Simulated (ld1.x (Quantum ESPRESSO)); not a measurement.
## Logarithmic derivatives: nickel (Ni), ultrasoft

Ni (Z = 28), ultrasoft, made with ld1.x (Quantum ESPRESSO) 7.5 (PBE, fully relativistic). Core [Ar], reference 3d8 4s1.5 4p0.5. Waves: 4s (bound): rcut 2.04, rcutus 2.28 bohr; 4s channel at 4.15 Ry: rcut 2.04, rcutus 2.28 bohr; 4p (bound): rcut 2.66, rcutus 3.00 bohr; 4p channel at 0.3 Ry: rcut 2.66, rcutus 3.00 bohr; 3d (bound): rcut 0.90, rcutus 0.94 bohr; 3d channel at 1.9 Ry: rcut 0.90, rcutus 0.94 bohr. Local part: all-electron potential smoothed inside 1.32 bohr (lloc = -2). Core correction: a·sin(br)/r model core inside 1.05 bohr. Augmentation charge: built from norm-conserving waves at rcut, not smoothed further.

Open shells are filled in proportion to 2j + 1 (rel_dist='average').

The phase is arctan(r·u′/u) with u = r·R(r), unwrapped; energies in Ry, scanned from -3 to 5 Ry. A pole is an energy at which the radial function vanishes at the test radius. The pseudo phase is shifted by a multiple of π to meet the all-electron one at the reference energy, and phase errors are pseudo minus all-electron; the curves can meet again beyond the range given. Levels narrower than the energy grid can be missing from the lists of poles.

| channel | radius (bohr) | reference energy (Ry) | poles, all-electron | poles, pseudo | unbroken range about the reference energy with phases within 0.05 rad | phase error 1 Ry above the reference energy (rad) |
| --- | --- | --- | --- | --- | --- | --- |
| s | 3.23 | -0.46 | 0.16, 4.82 | 0.09, 1.34 | below 0.3 | -0.135 |
| p1/2 | 3.23 | -0.13 | 0.91 | 0.91, 4.43 | below 2.4 | -0.000 |
| p3/2 | 3.23 | -0.12 | 0.94 | 0.94, 4.44 | below 2.5 | -0.000 |
| d3/2 | 3.23 | -0.74 | -0.71, 2.35 | -0.71, 2.35 | the whole range | +0.000 |
| d5/2 | 3.23 | -0.72 | -0.69, 2.35 | -0.69, 2.35 | the whole range | +0.000 |

A Bessel basis up to 400 Ry misses an occupied level by 0.39 Ry, so cutoffs and ghosts were not judged.

Phases in the d3/2 channel:

```
E (Ry)  all-electron  pseudo
 -3.00         1.396   1.396
 -2.52         1.381   1.381
 -2.04         1.360   1.360
 -1.56         1.330   1.330
 -1.08         1.272   1.272
 -0.60        -1.797  -1.797
 -0.12        -1.963  -1.963
  0.36        -2.236  -2.236
  0.84        -3.332  -3.331
  1.32        -4.338  -4.338
  1.80        -4.590  -4.590
  2.28        -4.701  -4.701
  2.76        -4.779  -4.779
  3.24        -4.861  -4.861
  3.72        -4.994  -4.994
  4.20        -5.413  -5.413
  4.68        -7.048  -7.048
```
